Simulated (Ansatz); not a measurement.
Mg2O3H2, relaxed as a singlet with RKS r2SCAN-D4/def2-SVP in Ansatz, starting from the GFN2-xTB geometry. Force threshold 0.02 eV/Å.

The restricted singlet is unstable towards broken spin symmetry in Hartree–Fock (as tested in another run); at r2SCAN-D4/def2-SVP this wasn't settled. Another isomer (singlet) lies 2.34 eV lower at PBE0-D4/def2-TZVP; other spin states weren't run for this one.

Start:

```xyz
7

Mg    1.328   -1.029    0.060
Mg   -1.030    0.292    0.067
O     1.024    0.737   -0.361
O    -0.382   -1.469   -0.362
O    -0.164   -1.087    1.093
H     1.575    1.489   -0.587
H    -2.352    1.067    0.089
```

(1) Estimate the energy that the relaxation releases and the steps that it takes.

(2) Does the start keep its bonding?

(3) Predict the relaxed structure.

Answers

(1) 58.9 kJ/mol, in 7 steps; 9 s on 4 threads of AMD EPYC 9B14 on a shared host. No frequencies were taken in this run, so the end may be a saddle point.

(2) By distances, no bond broke or formed. The bond that changes most is Mg2–H7, from 1.53 to 1.72 Å (atoms count from 1).

(3) 
Cartesian coordinates in Å:
```
Mg 1.382 -1.022 0.051
Mg -0.984 0.232 0.088
O 1.029 0.765 -0.348
O -0.377 -1.668 -0.351
O -0.150 -1.285 1.172
H 1.375 1.620 -0.610
H -2.275 1.359 -0.002
```
Bond lengths (bridged metal pairs left out): 6 × Mg–O 1.86 to 2.13 Å; 1 × H–Mg 1.72 Å; 1 × H–O 0.96 Å.
